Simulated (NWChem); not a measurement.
Species: CH₆ClNOSi; SMILES C[Si](N)(O)Cl

```xyz
11

C      1.7016     1.0181     0.1758
Si    -0.0267     0.3462     0.0649
N     -0.8426     1.0822    -1.2570
O     -0.9342     0.5627     1.4367
Cl     0.1191    -1.7231    -0.0859
H      2.2849     0.7648    -0.7230
H      2.2184     0.5819     1.0437
H      1.6961     2.1133     0.2895
H     -1.7746     0.7639    -1.5032
H     -0.3157     1.3063    -2.0946
H     -1.3713     1.4182     1.4887
```
Atoms are numbered in this order, from 1.

Results from NWChem. All runs use the structure optimised with PBE0/def2-SVP. Level: B3LYP/def2-SVP with SMD (1 M gas to 1 M solution), gas-phase geometry. Reactions with the solvent are ignored.

```json
[
 {"solvent": "water", "dielectric constant": "78.4", "solvation free energy (kcal/mol)": "-6.0", "cavity-dispersion-structure term (kcal/mol)": "3.7", "dipole in solution (D)": "4.09"},
 {"solvent": "acetonitrile", "dielectric constant": "35.7", "solvation free energy (kcal/mol)": "-7.2", "cavity-dispersion-structure term (kcal/mol)": "0.1", "dipole in solution (D)": "3.94"},
 {"solvent": "chloroform", "dielectric constant": "4.71", "solvation free energy (kcal/mol)": "-6.7", "cavity-dispersion-structure term (kcal/mol)": "-0.5", "dipole in solution (D)": "3.80"},
 {"solvent": "N,N-dimethylformamide", "dielectric constant": "37.2", "solvation free energy (kcal/mol)": "-6.8", "cavity-dispersion-structure term (kcal/mol)": "0.0", "dipole in solution (D)": "3.91"},
 {"solvent": "benzene", "dielectric constant": "2.27", "solvation free energy (kcal/mol)": "…", "cavity-dispersion-structure term (kcal/mol)": "…", "dipole in solution (D)": "…"}
]
```

Q: What belongs in the gaps?

A: 
- benzene, solvation free energy (kcal/mol): -4.8
- benzene, cavity-dispersion-structure term (kcal/mol): -1.1
- benzene, dipole in solution (D): 3.58
